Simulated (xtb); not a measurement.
xtb input (GFN2-xTB):

```bash
xtb mol.xyz --gfn 2 --ohess tight --chrg 1 --uhf 0
```
mol.xyz:
```
3

O      1.47507428    -0.00713140    -0.01059369
Si    -0.02273066     0.02675758     0.00806797
H     -1.48025027     0.03958621    -0.01149678
```

End of the output:

```
    mode    ω/cm⁻¹     T·S(HO)/kcal·mol⁻¹    T·S(FR)/kcal·mol⁻¹   T·S(vib)
   ------------------------------------------------------------------------
   ------------------------------------------------------------------------

   temp. (K)  partition function   enthalpy   heat capacity  entropy
                                   cal/mol     cal/K/mol   cal/K/mol   J/K/mol
 298.15  VIB   1.11                  186.677      2.031      0.826
         ROT   323.                  592.502      1.987     13.468
         INT   357.                  779.179      4.019     14.294
         TR   0.293E+27             1481.254      4.968     37.327
         TOT                        2260.4328     8.9867    51.6213   215.9835
Note: The following floating-point exceptions are signalling: IEEE_DENORMAL
normal termination of xtb

       T/K    H(0)-H(T)+PV         H(T)/Eh          T*S/Eh         G(T)/Eh
   ------------------------------------------------------------------------
    298.15    0.360223E-02    0.153714E-01    0.245269E-01   -0.915556E-02
   ------------------------------------------------------------------------

         :::::::::::::::::::::::::::::::::::::::::::::::::::::
         ::                  THERMODYNAMIC                  ::
         :::::::::::::::::::::::::::::::::::::::::::::::::::::
         :: total free energy          -5.869740320947 Eh   ::
         ::.................................................::
         :: total energy               -5.860584759274 Eh   ::
         :: zero point energy           0.011769157154 Eh   ::
         :: G(RRHO) w/o ZPVE           -0.020924718827 Eh   ::
         :: G(RRHO) contrib.           -0.009155561672 Eh   ::
         :::::::::::::::::::::::::::::::::::::::::::::::::::::

optimized geometry written to: xtbopt.xyz

           -------------------------------------------------
          | TOTAL ENERGY               -5.860584759274 Eh   |
          | TOTAL ENTHALPY             -5.845213373093 Eh   |
          | TOTAL FREE ENERGY          -5.869740320947 Eh   |
          | GRADIENT NORM               0.000074592566 Eh/α |
          | HOMO-LUMO GAP               5.791650644808 eV   |
           -------------------------------------------------

------------------------------------------------------------------------
------------------------------------------------------------------------
 total:
 SCF:
 ANC optimizer:
 analytical hessian:
```
